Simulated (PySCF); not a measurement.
Compound: C₃H₅GeNSe.
SMILES: `[GeH3][c]1cc[se]n1`

Level of theory: PBE0-D3(BJ)/def2-SVP geometry optimisation, gas phase (PySCF 2.14.0).

Take the most abundant isotopes and a rigid rotor. 

(1) Give the principal moments of inertia and the rotational constants in GHz.

(2) Classify the top.

(3) What does the inertial defect say?

(4) Give the coordinates in the principal-axis frame, origin at the centre of mass.

(5) Which lines would a microwave search look for?

Answers

(1) Ia = 89.49, Ib = 826.42, Ic = 909.61 u·Å²; 505379 MHz·u·Å²/I gives 5647, 611.5 and 555.6 MHz, that is A = 5.6474, B = 0.6115, C = 0.5556 GHz.

(2) A near-prolate asymmetric top: κ = (2 × 611.5 − 5647 − 555.6)/(5647 − 555.6) = -0.98.

(3) Not planar: Δ = Ic − Ia − Ib = -6.29 u·Å². For a rigid frame Δ = −2 Σ m c², so Σ m c² = 3.15 u·Å² lies off the ab plane, practically all of it from hydrogen. The atom farthest from that plane is 1.34 Å away.

(4) The sense of each axis is arbitrary; atoms in the order of the calculation.
```
atom  mass (u)   a (Å)   b (Å)   c (Å)
 Ge1    73.921  -2.390  -0.106  -0.001
  C2    12.000  -0.458   0.221   0.006
  C3    12.000   0.150   1.523   0.002
  C4    12.000   1.515   1.469  -0.001
 Se5    79.917   2.059  -0.293  -0.001
  N6    14.003   0.325  -0.829   0.004
  H7     1.008  -3.044   0.694   1.142
  H8     1.008  -2.640  -1.606   0.181
  H9     1.008  -2.986   0.380  -1.336
 H10     1.008  -0.417   2.456   0.005
 H11     1.008   2.208   2.311  -0.004
```

(5) The dipole components are |μa| = 0.77 D, |μb| = 2.07 D, |μc| = 0.00 D. Intensities carry the squares of the components, which stand as 0.14 : 1.00 : 0.00 (a : b : c). Some of the stronger lines:

```json
{"type": "a", "branch": "Q", "J(Ka,Kc)": "3(1,2) ← 3(1,3)", "MHz": "336", "lower level (cm⁻¹)": "0.397"}
{"type": "a", "branch": "R", "J(Ka,Kc)": "1(0,1) ← 0(0,0)", "MHz": "1167", "lower level (cm⁻¹)": "0.000"}
{"type": "a", "branch": "R", "J(Ka,Kc)": "2(0,2) ← 1(0,1)", "MHz": "2334", "lower level (cm⁻¹)": "0.039"}
{"type": "a", "branch": "R", "J(Ka,Kc)": "3(1,3) ← 2(1,2)", "MHz": "3417", "lower level (cm⁻¹)": "0.283"}
{"type": "a", "branch": "R", "J(Ka,Kc)": "3(0,3) ← 2(0,2)", "MHz": "3500", "lower level (cm⁻¹)": "0.117"}
{"type": "a", "branch": "R", "J(Ka,Kc)": "3(2,1) ← 2(2,0)", "MHz": "3503", "lower level (cm⁻¹)": "0.792"}
{"type": "a", "branch": "R", "J(Ka,Kc)": "3(1,2) ← 2(1,1)", "MHz": "3585", "lower level (cm⁻¹)": "0.289"}
{"type": "b", "branch": "Q", "J(Ka,Kc)": "1(1,0) ← 1(0,1)", "MHz": "5092", "lower level (cm⁻¹)": "0.039"}
{"type": "b", "branch": "Q", "J(Ka,Kc)": "2(1,1) ← 2(0,2)", "MHz": "5148", "lower level (cm⁻¹)": "0.117"}
{"type": "b", "branch": "R", "J(Ka,Kc)": "3(1,3) ← 2(0,2)", "MHz": "8398", "lower level (cm⁻¹)": "0.117"}
{"type": "b", "branch": "R", "J(Ka,Kc)": "2(2,1) ← 1(1,0)", "MHz": "17498", "lower level (cm⁻¹)": "0.209"}
{"type": "b", "branch": "R", "J(Ka,Kc)": "2(2,0) ← 1(1,1)", "MHz": "17554", "lower level (cm⁻¹)": "0.207"}
{"type": "b", "branch": "R", "J(Ka,Kc)": "3(2,2) ← 2(1,1)", "MHz": "18609", "lower level (cm⁻¹)": "0.289"}
{"type": "b", "branch": "R", "J(Ka,Kc)": "3(2,1) ← 2(1,2)", "MHz": "18779", "lower level (cm⁻¹)": "0.283"}
{"type": "b", "branch": "Q", "J(Ka,Kc)": "3(3,0) ← 3(2,1)", "MHz": "25317", "lower level (cm⁻¹)": "0.909"}
{"type": "b", "branch": "Q", "J(Ka,Kc)": "3(3,1) ← 3(2,2)", "MHz": "25320", "lower level (cm⁻¹)": "0.909"}
```

No PBE0-D3(BJ)/def2-SVP frequencies stand behind this structure, so it isn't proved a minimum. Zero-point vibration and centrifugal distortion are left out. A rigid rotor knows nothing of internal rotation, which can split or shift real lines. Quadrupole hyperfine structure (14N) is left out.
